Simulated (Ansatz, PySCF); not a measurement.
System: SiS, charge -1, multiplicity 2. 
Coordinates optimised at B3LYP-D3(BJ)/def2-TZVP (Ansatz, an electronic-structure program):
```xyz
2

Si     0.0000     0.0000    -1.0889
S      0.0000     0.0000     0.9528
```
Charge -1, spin multiplicity 2.

Total electronic energies in hartree. Cores are frozen in the correlated levels unless marked. Open shells are spin-unrestricted. Spin-orbit coupling is left out. Non-relativistic. FCI takes restricted orbitals. CBS marks a two-point X^-3 extrapolation of the correlation energy; Hartree-Fock from the larger set. The bracket is a focal-point correction in the basis named.

```tsv
level	program	energy (Eh)
TPSSh-D3(BJ)/def2-TZVPD	PySCF + dftd3	-687.76520
TPSSh/def2-TZVPD	PySCF	-687.76331
B2GP-PLYP-D3(BJ)/def2-TZVPD	Ansatz + dftd3	[?]
MP2/aug-cc-pV(T+d)Z	Ansatz	-686.78860
CCSD(T)/cc-pV(Q+d)Z	Ansatz	-686.84845
CCSD(T)/cc-pV(5+d)Z	Ansatz	-686.85823
FCI/STO-3G	Ansatz	[?]
RI-MP2/CBS(aug-cc-pV(T+d)Z,aug-cc-pV(Q+d)Z)+[CCSD(T)-MP2]/aug-cc-pV(D+d)Z	Ansatz	-686.8659
CCSD(T)/CBS(aug-cc-pV(T+d)Z,aug-cc-pV(Q+d)Z)	Ansatz	-686.8682
```

Problem. What belongs in the gaps?

Solution. 
- B2GP-PLYP-D3(BJ)/def2-TZVPD, energy (Eh): -687.40100
- FCI/STO-3G, energy (Eh): -678.57715
